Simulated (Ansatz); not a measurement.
MoO$_{3}$, charge -1, doublet, at a GFN2-xTB geometry (such geometries of metal compounds can be far from the true shape) (the multiplicity is a formal guess) (core potentials on Mo) (a gas-phase anion, which may not be bound at this level). Base run: SVWN5/def2-SV(P) run with Ansatz (a first-principles code).

The Ansatz input:
Ansatz 0.2 input:
```yaml
crystal:
  periodic: [false, false, false]
  atoms:
    - {symbol: Mo, position_ang: [-0.00000000, -0.00000000, -0.00000000]}
    - {symbol: O, position_ang: [-1.13954781, -1.20572993, -0.10136028]}
    - {symbol: O, position_ang: [-0.10289809, 1.32660944, -0.99606585]}
    - {symbol: O, position_ang: [1.24244590, -0.12087951, 1.09742613]}
basis:
  gaussian:
    orbitals: def2-SV_P_.json
hamiltonian:
  xc: {name: SVWN5}
total_charge: -1
magnetization: {spin_polarized: true, initial_magnetization: 1}
```
The basis file holds def2-SV(P) in the JSON format of the Basis Set Exchange.

Variants of this job, named by their change:

```csv
change,ΔE vs base (mEh)
base,0.000
lower_state_search = off,0.000
accuracy = high,0.002
"final_grid = 6, 12, 29",0.000
fitting.mean_field = def2-universal-JKFIT,-0.062
"point_charge = charge:-1.0 position_ang:3.3513, -2.9625, -1.3144",101.8
forces = on,0.000
"final_grid = 10, 20, 41",0.000
lower_state_search = light,0.000
"final_grid = 4, 8, 17",-0.226
nuclear_model = gaussian,0.036
```

A gas-phase anion may not be bound at this level; its values then depend on the basis.
